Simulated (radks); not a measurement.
Values are calculated unless marked as measured or tabulated.
Problem. Isoelectronic series with 1 electrons, each ion in its NIST ground configuration. Level of theory: Dirac Kohn-Sham, BLYP, spin-unpolarised, spherical densities, point nucleus (a radial shooting solver on a logarithmic mesh with Libxc functionals). Total energies (hartree) and mean radii <r> (bohr):

| ion | configuration | E (hartree) | 1s1/2 |
|---|---|---|---|
| H | 1s1 | -0.46262 | 1.636 |
| Be3+ | 1s1 | -7.80096 | 0.3834 |
| N6+ | 1s1 | -24.15115 | 0.2168 |
| Ne9+ | 1s1 | -49.53865 | 0.1510 |
| Al12+ | 1s1 | -83.99999 | 0.1158 |
| S15+ | 1s1 | -127.58537 | 0.09383 |
| K18+ | 1s1 | -180.35896 | 0.07879 |
| Ti21+ | 1s1 | -242.39933 | 0.06786 |
| Mn24+ | 1s1 | -313.80003 | 0.05953 |
| Ni27+ | 1s1 | -394.67027 | 0.05298 |
| Se33+ | 1s1 | -585.33998 | 0.04331 |
| Rb36+ | 1s1 | -695.44491 | 0.03963 |
| Zr39+ | 1s1 | -815.63289 | 0.03649 |

Estimate the row of Ga30+ (1s1).

Solution. E (hartree) -485.13581; 1s1/2 0.04768.
